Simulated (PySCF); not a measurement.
An unknown is described by computed data only.

Formula: C5H8ClFN2Si.

- Dipole: 3.99 D [PBE0/pcSseg-1]
- Rotational structure: rotational constants A, B, C: 1.393, 0.627, 0.464 GHz [GFN2-xTB]
- 1H NMR: chemical shifts (computed TMS as zero) by class: 6.34 (1 H), 5.80 (1 H), 5.41 (2 H), 2.77 (3 H), 0.19 (1 H) ppm [GIAO PBE0/pcSseg-1]
- 13C NMR: chemical shifts (computed TMS as zero) by class: 157.6 (1 C), 125.5 (1 C), 113.3 (1 C), 97.0 (1 C), 30.3 (1 C) ppm [GIAO PBE0/pcSseg-1]
- NMR, other nuclei: isotropic shieldings of nuclei other than C and H, by class: 108 (1 N), 250 (1 N), 310 (1 F), 390 (1 Si), 812 (1 Cl) ppm [GIAO PBE0/pcSseg-1]

Gas-phase values; electronic properties from PySCF, density fitting. Levels stand in brackets. The structure is a single GFN2-xTB conformer in the gas phase; no vibrational or solvent corrections. Each NMR value is the plain mean over a class of atoms that symmetry, rotation or inversion makes alike.

Q: Give a SMILES that accounts for the data.

A: Numbering: `[CH3:1][NH:2][SiH2:3][n:4]1[cH:5][c:6]([Cl:7])[cH:8][c:9]1[F:10]`. Its formula, C5H8ClFN2Si, gives 3 degrees of unsaturation: 1 ring and 2 π bonds in the structure found (Kekulé form). 5 carbons fall into 5 classes; from least to most shielded: aromatic C–F carbon [C9] (157.6 ppm), aromatic C–Cl carbon [C6] (125.5 ppm), aromatic CH next to a ring nitrogen [C5] (113.3 ppm), aromatic CH carbon [C8] (97.0 ppm), N-methyl carbon [C1] (30.3 ppm). Hydrogen classes from least to most shielded: 1 H on an aromatic CH next to a ring nitrogen, C5 (6.34 ppm), 1 H on an aromatic CH carbon, C8 (5.80 ppm), 2 H on an SiH2 silicon, Si3 (5.41 ppm), 3 H on an N-methyl carbon, C1 (2.77 ppm), 1 H on a silicon-bound nitrogen, N2 (0.19 ppm). The other shieldings belong to: 108 ppm, pyrrole-type nitrogen [N4]; 250 ppm, silicon-bound nitrogen [N2]; 310 ppm, aryl fluorine [F10]; 390 ppm, SiH2 silicon [Si3]; 812 ppm, aryl chlorine [Cl7]. The optimised geometry has point group C1 and is an asymmetric top. Structure: `CN[SiH2]n1cc(Cl)cc1F`. The assignments are read from this structure; whether some other isomer fits the data as well wasn't checked.

Conformer computed: `[CH3:1][NH:2][SiH2:3][n:4]1[cH:5][c:6]([Cl:7])[cH:8][c:9]1[F:10]`: C1–N2–Si3–N4 -57°, N2–Si3–N4–C5 -31°.
